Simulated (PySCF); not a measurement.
## Dipole moment and polarisability of `O=CN1CCC[SiH2]1`

Compound: C4H9NOSi.
Numbering: `[O:1]=[CH:2][N:3]1[CH2:4][CH2:5][CH2:6][SiH2:7]1` (hydrogens: H8 on C2; H9, H10 on C4; H11, H12 on C5; H13, H14 on C6; H15, H16 on Si7)

Structure used (GFN2-xTB), in Å, numbered top down from 1:
```xyz
16
C4H9NOSi angstrom
O      2.655    1.235    0.942
C      2.210    0.527    0.067
N      0.908    0.261   -0.033
C      0.299   -0.555   -1.059
C     -1.007   -1.084   -0.471
C     -1.663    0.063    0.304
Si    -0.196    0.943    1.152
H      2.849    0.052   -0.702
H      0.971   -1.366   -1.353
H      0.095    0.062   -1.943
H     -1.655   -1.473   -1.257
H     -0.777   -1.898    0.219
H     -2.419   -0.315    0.986
H     -2.169    0.733   -0.391
H     -0.230    2.397    1.049
H      0.124    0.428    2.478
```

Level: wB97X-D/def2-SVPD (PySCF), static field, nuclei fixed, core orbitals frozen in the response. The polarisability tensor in these axes (au):

```
x   89.18  5.86  1.66
y    5.86 73.67 10.44
z    1.66 10.44 76.79
```

Diagonalise the tensor; give its mean and Δα, where Δα² is half the sum of the squared differences of the eigenvalues.

Principal values 64.20, 82.34 and 93.10 au; mean 79.88 au = 11.84 Å³ = 13.17 × 10⁻⁴⁰ C²·m²/J; Δα = 25.31 au (32 % of the mean).

What is the dipole moment, and where does it point?

(-2.98, -2.15, -2.21) D, 4.29 D in size, pointing from the negative to the positive side. Measured along this direction, the outermost atoms are O1 at the negative end and H11 at the positive end.

What would n − 1 = 2πNα be for an ideal gas of these molecules at 500 K and 1 atm, electronic part alone?

N = p/kT = 1.4678 × 10¹⁹ cm⁻³, so n − 1 = 2π × N × 11.84 × 10⁻²⁴ cm³ = 1092 × 10⁻⁶ at long wavelengths, for an ideal gas.

Directions of the eigenvectors, and the extent of the frame along each?

Largest value along (0.82, 0.44, 0.37), where the nuclei span 5.53 Å; middle along (-0.56, 0.46, 0.69), 4.05 Å; least along (-0.14, 0.77, -0.62), 2.73 Å. The response follows the extents in order.

Give the eigenvalues of the traceless quadrupole moment Θ = ½Σq(3rr − r²1), origin at the centre of nuclear charge.

-12.63, 3.23, 9.41 D·Å. The values depend on the origin, since the dipole doesn't vanish. The electronic extent ⟨r²⟩ about the same centre is 912 bohr², a root-mean-square distance of 2.03 Å for the 62 electrons.

In TDDFT the mean static polarisability is Σ f/ω² over all singlet excitations (ω in hartree). How much of it do the 8 lowest give? Their energies (eV) and oscillator strengths: 5.61, 0.0011; 6.77, 0.1500; 7.11, 0.0105; 7.31, 0.0066; 7.73, 0.0246; 7.92, 0.1197; 8.00, 0.0104; 8.22, 0.0247.

They add up to 4.80 au, 6.0 % of the 79.88 au; the largest single term is 2.42 au, from the state at 6.77 eV. Terms in order: 0.03, 2.42, 0.15, 0.09, 0.30, 1.41, 0.12, 0.27 au. Higher excitations give the rest. The strengths listed sum to 0.348.

The structure is a single GFN2-xTB conformer in the gas phase; no vibrational or solvent corrections.
